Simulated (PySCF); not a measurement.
PySCF input file for C6H7, SMILES [C]1=CC=CCC1, multiplicity 2, TDA-PBE/def2-SVPD. Coordinates come from a PBE-D3(BJ)/def2-SVP optimisation. The isomer is the one that the SMILES or the coordinates give; other isomers of the formula were not compared. One conformer was computed; it need not be the lowest.

```python
import numpy as np
from pyscf import gto, scf, dft, tdscf

mol = gto.M(
    atom='''
    C    -0.01997010   -1.42182154   -0.15895921
    C     1.20774578   -0.89206699   -0.21413744
    C     1.30370433    0.58510123   -0.21149821
    C     0.22669832    1.34477222    0.10674375
    C    -1.07488380    0.70316502    0.53092414
    C    -1.30199129   -0.67785467   -0.14157075
    H     2.12564191   -1.49805446   -0.29093309
    H     2.27030043    1.04997816   -0.46553640
    H     0.30819639    2.44309447    0.13300130
    H    -1.94114704    1.36505244    0.32438599
    H    -1.05174664    0.56840584    1.63970013
    H    -1.64961299   -0.54859279   -1.19503862
    H    -2.10945145   -1.22765533    0.38540685
    ''',
    basis='def2-SVPD',
    charge=0,
    spin=1,
    max_memory=1600,
    verbose=4,
)
mf = dft.UKS(mol, xc='pbe').density_fit(auxbasis='def2-universal-jkfit')
mf.grids.level = 3
mf.conv_tol = 1e-9
mf.max_cycle = 100
mf.kernel()
fine, coarse = mf.grids, dft.Grids(mol).set(level=1).build(with_non0tab=True)
for _ in range(3):  # follow internal instabilities
    mf.grids = coarse
    mo, _, stable, _ = mf.stability(return_status=True, nroots=4)
    mf.grids = fine
    if stable:
        break
    mf.kernel(mf.make_rdm1(mo, mf.mo_occ))
mf.grids = dft.Grids(mol).set(level=1).build(with_non0tab=True)  # coarser grid for the response kernel
td = tdscf.TDA(mf)
td.nstates = 10
td.conv_tol = 1e-4
td.positive_eig_threshold = 1e-6
td.kernel(x0=td.get_init_guess(mf, 15))
td.analyze()
```

Program output:

```
PySCF version 2.14.0

[INPUT] verbose = 4
[INPUT] num. atoms = 13
[INPUT] num. electrons = 43
[INPUT] charge = 0
[INPUT] spin (= nelec alpha-beta = 2S) = 1
[INPUT] symmetry False subgroup None
[INPUT] Mole.unit = angstrom
[INPUT] Symbol           X                Y                Z      unit          X                Y                Z       unit  Magmom
[INPUT]  1 C     -0.019970100000  -1.421821540000  -0.158959210000 AA   -0.037738019680  -2.686853308607  -0.300389371877 Bohr   0.0
[INPUT]  2 C      1.207745780000  -0.892066990000  -0.214137440000 AA    2.282308752299  -1.685762295865  -0.404661114615 Bohr   0.0
[INPUT]  3 C      1.303704330000   0.585101230000  -0.211498210000 AA    2.463644131110   1.105681079846  -0.399673692736 Bohr   0.0
[INPUT]  4 C      0.226698320000   1.344772220000   0.106743750000 AA    0.428397737699   2.541251195723   0.201716453009 Bohr   0.0
[INPUT]  5 C     -1.074883800000   0.703165020000   0.530924140000 AA   -2.031235997732   1.328789308174   1.003301217520 Bohr   0.0
[INPUT]  6 C     -1.301991290000  -0.677854670000  -0.141570750000 AA   -2.460406954669  -1.280959678557  -0.267529944749 Bohr   0.0
[INPUT]  7 H      2.125641910000  -1.498054460000  -0.290933090000 AA    4.016881048797  -2.830912649083  -0.549783860673 Bohr   0.0
[INPUT]  8 H      2.270300430000   1.049978160000  -0.465536400000 AA    4.290246033182   1.984171159175  -0.879736297016 Bohr   0.0
[INPUT]  9 H      0.308196390000   2.443094470000   0.133001300000 AA    0.582406769680   4.616779444739   0.251336031211 Bohr   0.0
[INPUT] 10 H     -1.941147040000   1.365052440000   0.324385990000 AA   -3.668236273110   2.579575257269   0.613000679746 Bohr   0.0
[INPUT] 11 H     -1.051746640000   0.568405840000   1.639700130000 AA   -1.987513102032   1.074131365203   3.098584172114 Bohr   0.0
[INPUT] 12 H     -1.649612990000  -0.548592790000  -1.195038620000 AA   -3.117316762625  -1.036690127011  -2.258295700078 Bohr   0.0
[INPUT] 13 H     -2.109451450000  -1.227655330000   0.385406850000 AA   -3.986285513567  -2.319932349063   0.728313393031 Bohr   0.0

nuclear repulsion = 208.37890460856
number of shells = 76
number of NR pGTOs = 250
number of NR cGTOs = 176
basis = def2-SVPD
ecp = {}


[settings echo left out]
init E= -232.666287015597
  alpha nocc = 22  HOMO = -0.219639702966584  LUMO = -0.127164820982491
  beta  nocc = 21  HOMO = -0.263673604836963  LUMO = -0.219639702966584

WARN: HOMO -0.219639702966584 >= LUMO -0.219639702966584

cycle= 1 E= -232.204107914761  delta_E= 0.462  |g|= 0.32  |ddm|= 4.61
  alpha nocc = 22  HOMO = -0.123514175706928  LUMO = 0.00266356084308272
  beta  nocc = 21  HOMO = -0.117489668540227  LUMO = -0.072732043538156
  HOMO = -0.11748966854  LUMO = -0.0727320435382  gap/eV = 1.21792
cycle= 2 E= -232.106276910605  delta_E= 0.0978  |g|= 0.528  |ddm|= 1.83
  alpha nocc = 22  HOMO = -0.175049859482171  LUMO = -0.0578510429232852
  beta  nocc = 21  HOMO = -0.186633615121145  LUMO = -0.104338242247442
  HOMO = -0.175049859482  LUMO = -0.104338242247  gap/eV = 1.92416
cycle= 3 E= -232.257988734931  delta_E= -0.152  |g|= 0.118  |ddm|= 1.11
  alpha nocc = 22  HOMO = -0.197309244920895  LUMO = -0.0628500131514125
  beta  nocc = 21  HOMO = -0.191777829402243  LUMO = -0.123828929293909
  HOMO = -0.191777829402  LUMO = -0.123828929294  gap/eV = 1.84898
cycle= 4 E= -232.264932713446  delta_E= -0.00694  |g|= 0.054  |ddm|= 0.45
  alpha nocc = 22  HOMO = -0.192034362648276  LUMO = -0.0600667849956791
  beta  nocc = 21  HOMO = -0.189761478284493  LUMO = -0.115275461870397
  HOMO = -0.189761478284  LUMO = -0.11527546187  gap/eV = 2.02687
cycle= 5 E= -232.266649530977  delta_E= -0.00172  |g|= 0.0107  |ddm|= 0.135
  alpha nocc = 22  HOMO = -0.192611378749343  LUMO = -0.0594668717131968
  beta  nocc = 21  HOMO = -0.189080725702371  LUMO = -0.113834947114795
  HOMO = -0.189080725702  LUMO = -0.113834947115  gap/eV = 2.04754
cycle= 6 E= -232.266696008152  delta_E= -4.65e-05  |g|= 0.0086  |ddm|= 0.0333
  alpha nocc = 22  HOMO = -0.192769936209895  LUMO = -0.0594906163028108
  beta  nocc = 21  HOMO = -0.189236330246352  LUMO = -0.113522940721867
  HOMO = -0.189236330246  LUMO = -0.113522940722  gap/eV = 2.06027
cycle= 7 E= -232.266737200811  delta_E= -4.12e-05  |g|= 0.00275  |ddm|= 0.0156
  alpha nocc = 22  HOMO = -0.193166532138038  LUMO = -0.0594681169898217
  beta  nocc = 21  HOMO = -0.189334766234253  LUMO = -0.113503291479435
  HOMO = -0.189334766234  LUMO = -0.113503291479  gap/eV = 2.06348
cycle= 8 E= -232.2667444952  delta_E= -7.29e-06  |g|= 0.00196  |ddm|= 0.0116
  alpha nocc = 22  HOMO = -0.193150659903713  LUMO = -0.0593023289475187
  beta  nocc = 21  HOMO = -0.189259630755664  LUMO = -0.113146618979021
  HOMO = -0.189259630756  LUMO = -0.113146618979  gap/eV = 2.07114
cycle= 9 E= -232.266749427986  delta_E= -4.93e-06  |g|= 0.000453  |ddm|= 0.00847
  alpha nocc = 22  HOMO = -0.193174362633563  LUMO = -0.0592606192370329
  beta  nocc = 21  HOMO = -0.189275986737237  LUMO = -0.113106264687434
  HOMO = -0.189275986737  LUMO = -0.113106264687  gap/eV = 2.07268
cycle= 10 E= -232.26675004698  delta_E= -6.19e-07  |g|= 0.000204  |ddm|= 0.004
  alpha nocc = 22  HOMO = -0.193165088841338  LUMO = -0.0592485431916776
  beta  nocc = 21  HOMO = -0.189272259173226  LUMO = -0.113103284414111
  HOMO = -0.189272259173  LUMO = -0.113103284414  gap/eV = 2.07266
cycle= 11 E= -232.266750100831  delta_E= -5.39e-08  |g|= 0.000148  |ddm|= 0.00123
  alpha nocc = 22  HOMO = -0.193177258835086  LUMO = -0.0592597572904148
  beta  nocc = 21  HOMO = -0.189288123724869  LUMO = -0.113116475294647
  HOMO = -0.189288123725  LUMO = -0.113116475295  gap/eV = 2.07274
cycle= 12 E= -232.266750113464  delta_E= -1.26e-08  |g|= 7.74e-05  |ddm|= 0.000435
  alpha nocc = 22  HOMO = -0.193177126913567  LUMO = -0.0592542129132907
  beta  nocc = 21  HOMO = -0.189281890485112  LUMO = -0.113120221626691
  HOMO = -0.189281890485  LUMO = -0.113120221627  gap/eV = 2.07246
cycle= 13 E= -232.266750116034  delta_E= -2.57e-09  |g|= 6.01e-05  |ddm|= 0.000255
  alpha nocc = 22  HOMO = -0.193167140466385  LUMO = -0.0592539471644353
  beta  nocc = 21  HOMO = -0.18928285615648  LUMO = -0.113112391011132
  HOMO = -0.189282856156  LUMO = -0.113112391011  gap/eV = 2.07270
cycle= 14 E= -232.266750118053  delta_E= -2.02e-09  |g|= 3.38e-05  |ddm|= 0.000243
  alpha nocc = 22  HOMO = -0.193171592283138  LUMO = -0.059256629784008
  beta  nocc = 21  HOMO = -0.189285251922717  LUMO = -0.113117384134257
  HOMO = -0.189285251923  LUMO = -0.113117384134  gap/eV = 2.07263
cycle= 15 E= -232.266750118689  delta_E= -6.36e-10  |g|= 1.8e-05  |ddm|= 0.000101
  alpha nocc = 22  HOMO = -0.193170172598128  LUMO = -0.0592564096786123
  beta  nocc = 21  HOMO = -0.189285352391685  LUMO = -0.11311620956829
  HOMO = -0.189285352392  LUMO = -0.113116209568  gap/eV = 2.07267
Extra cycle  E= -232.266750117855  delta_E= 8.34e-10  |g|= 4.36e-05  |ddm|= 8.93e-05
converged SCF energy = -232.266750117855  <S^2> = 0.76396663  2S+1 = 2.0139182
tot grids = 48384
uhf_internal: lowest eigs of H = [0.95796213 0.95916464 0.96436611 0.96889394]
<class 'pyscf.df.df_jk.DFUKS'> wavefunction is stable in the internal stability analysis
tot grids = 48384
Overwritten attributes  positive_eig_threshold  of <class 'pyscf.tdscf.uks.TDA'>


******** <class 'pyscf.tdscf.uks.TDA'> for <class 'pyscf.df.df_jk.DFUKS'> ********
nstates = 10
deg_eia_thresh = 1.000e-03
wfnsym = None
conv_tol = 0.0001
eigh lindep = 1e-12
eigh level_shift = 0
eigh max_cycle = 100


Excitation energies (eV)
[1.92592853 2.83177337 3.42495153 4.46121507 4.65944348 4.93773369
 5.15524379 5.28397423 5.31766993 5.39172294]

** Excitation energies and oscillator strengths **
Excited State   1:      1.92593 eV    643.76 nm  f=0.0007
      22a ->   23a      0.13107
      21b ->   22b      0.98892
Excited State   2:      2.83177 eV    437.83 nm  f=0.0000
      21a ->   23a      0.70341
      22a ->   23a     -0.10887
      21b ->   23b      0.69072
Excited State   3:      3.42495 eV    362.00 nm  f=0.0016
      21a ->   23a      0.11817
      22a ->   23a      0.97843
      21b ->   22b     -0.13443
Excited State   4:      4.46122 eV    277.92 nm  f=0.0017
      20b ->   22b      0.98245
      21b ->   23b      0.10996
Excited State   5:      4.65944 eV    266.09 nm  f=0.0739
      21a ->   23a     -0.61768
      17b ->   22b     -0.11596
      18b ->   22b     -0.28293
      19b ->   22b      0.14735
      20b ->   22b     -0.13870
      21b ->   23b      0.64078
Excited State   6:      4.93773 eV    251.10 nm  f=0.0019
      20a ->   23a     -0.50321
      21a ->   24a      0.30004
      21a ->   25a     -0.26631
      21a ->   27a     -0.17625
      20b ->   23b      0.42910
      21b ->   24b      0.43241
      21b ->   25b     -0.27872
      21b ->   26b      0.14179
      21b ->   27b     -0.20217
Excited State   7:      5.15524 eV    240.50 nm  f=0.0069
      18b ->   22b      0.15387
      19b ->   22b      0.97800
Excited State   8:      5.28397 eV    234.64 nm  f=0.0025
      20a ->   23a      0.27154
      21a ->   24a      0.17220
      21a ->   25a      0.11536
      20b ->   23b     -0.30290
      21b ->   24b      0.84368
      21b ->   25b      0.21401
      21b ->   27b      0.11679
Excited State   9:      5.31767 eV    233.16 nm  f=0.0025
      21a ->   24a      0.13250
      22a ->   24a      0.98939
Excited State  10:      5.39172 eV    229.95 nm  f=0.0051
      20a ->   23a      0.21118
      21a ->   24a      0.91814
      21a ->   25a      0.10334
      22a ->   24a     -0.11416
      21b ->   24b     -0.28612

** Transition electric dipole moments (AU) **
state          X           Y           Z        Dip. S.      Osc.
  1         0.0481      0.0118     -0.1081      0.0141      0.0007
  2        -0.0116     -0.0013     -0.0056      0.0002      0.0000
  3        -0.0110     -0.0582      0.1248      0.0191      0.0016
  4         0.0148      0.0700      0.1005      0.0152      0.0017
  5         0.1412      0.7736      0.1699      0.6472      0.0739
  6        -0.0147     -0.1214     -0.0203      0.0154      0.0019
  7         0.0328     -0.2294     -0.0260      0.0544      0.0069
  8        -0.1271      0.0568      0.0017      0.0194      0.0025
  9        -0.0028      0.1386      0.0158      0.0195      0.0025
 10         0.1931      0.0252      0.0206      0.0384      0.0051

** Transition velocity dipole moments (imaginary part, AU) **
state          X           Y           Z        Dip. S.      Osc.
  1        -0.0069      0.0015      0.0113      0.0002      0.0017
  2         0.0023      0.0099      0.0017      0.0001      0.0007
  3         0.0042     -0.0009     -0.0009      0.0000      0.0001
  4        -0.0020     -0.0092     -0.0115      0.0002      0.0009
  5        -0.0018     -0.0697     -0.0181      0.0052      0.0202
  6        -0.0032     -0.0022      0.0008      0.0000      0.0001
  7        -0.0136      0.0015      0.0109      0.0003      0.0011
  8        -0.0079      0.0049     -0.0025      0.0001      0.0003
  9         0.0025      0.0289      0.0103      0.0009      0.0032
 10         0.0177      0.0013      0.0067      0.0004      0.0012

** Transition magnetic dipole moments (imaginary part, AU) **
state          X           Y           Z
  1         0.4852     -0.0924      0.0681
  2         0.0136     -0.0063      0.0169
  3         0.3079      0.0755     -0.1608
  4        -0.2334      0.0854     -0.1799
  5        -0.1785      0.3157     -1.3151
  6         0.0512     -0.0382      0.1174
  7         0.0731     -0.1045      0.9824
  8         0.1446     -0.0196     -0.0359
  9        -0.0514     -0.0446     -0.0008
 10        -0.2522      0.0447      0.0268
```

The run converged.

Cost: roughly 7 core-minutes.
